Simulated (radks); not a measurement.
Values are calculated unless marked as measured or tabulated.
Effect of the nuclear size on the potassium ion K+, [Ar]. Code: a radial shooting solver on a logarithmic mesh with Libxc functionals. Model: Dirac Kohn-Sham, exchange-only LDA, spin-unpolarised, spherical densities, finite nucleus; Fermi nuclear charge, rms radius 3.4349 fm. The rms radius is varied about that value; shifts are against it.

rms radius (fm)  total energy shift (eV)  density at nucleus (e/bohr^3)  1s1/2 shift (meV)  2s1/2 shift (meV)
3.0536                          -0.00491                           5166              -2.07             -0.161
3.1326                          -0.00394                           5163              -1.66             -0.129
3.4349                                 0                           5152              0.000              0.000
3.6479                           0.00299                           5145               1.26              0.098
4.0635                           0.00932                           5132               3.94              0.305

Slopes of the eigenvalues against <r^2> in GHz/fm^2, as finite differences over the two radii next to the reference (eigenvalue slopes, not the field-shift constants of lines): 1s1/2 203, 2s1/2 15.7.
